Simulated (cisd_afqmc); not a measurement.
Input (AFQMC/CISD/def2-SVP; cisd_afqmc is a phaseless AFQMC code with CISD trial states that reads the integrals written by Ansatz):

Ansatz 0.2 input:
```python
import cisd_afqmc

open("ham.yaml", "w").write("""\
crystal:
  periodic: [false, false, false]
  atoms:
    - {symbol: Be, position_ang: [-1.48234209, -0.81858967, -0.18784218]}
    - {symbol: H, position_ang: [-2.64022833, -1.45800598, -0.33456936]}
    - {symbol: Si, position_ang: [0.41796517, 0.23081175, 0.05296449]}
    - {symbol: H, position_ang: [1.07419078, -0.08780211, 1.35078032]}
    - {symbol: H, position_ang: [0.25150715, 1.70963376, 0.00995335]}
    - {symbol: H, position_ang: [1.39238638, -0.12083147, -1.01629840]}
basis:
  gaussian:
    orbitals: def2-SVP
magnetization: {spin_polarized: false}
correlation: {method: ccsd, electrons: outside_noble_gas, hamiltonian_folder: ham}
""")
rep = cisd_afqmc.ansatz("ham.yaml")
e_ccsd = rep["correlation"]["coupled_cluster"]["energy"]["hartree"]
out = cisd_afqmc.run("ham", e_ccsd, trial="CISD", walkers=200, populations=8, threads=8, dt=0.005, steps=40, early=24, settle=10, least=32,
    cut=5e-5, rank_cut=2e-4, target=0.0004, seconds=1500, seed=1, memory=17280, gpu=False)
```

Output:

```
orbitals 41, occupied [5], factors 217 of 501, rank of the doubles 73 of 180
E(HF) = -305.759447
E(CCSD) on the cut factors = -305.933156, shift to the whole factors -0.000015
Energy of the trial state on the determinant = -305.933092
  tau behind 7.2 of longer steps, mean of the populations' last blocks
   2.0  -305.93703
   4.0  -305.93736
   6.0  -305.93749
   8.0  -305.93762
blocks 283 (0 outliers left out), error by blocks joined: 1: 0.00006, 2: 0.00007, 4: 0.00009, 8: 0.00011, 16: 0.00013
E(AFQMC/CISD) = -305.93748 +/- 0.00013
```
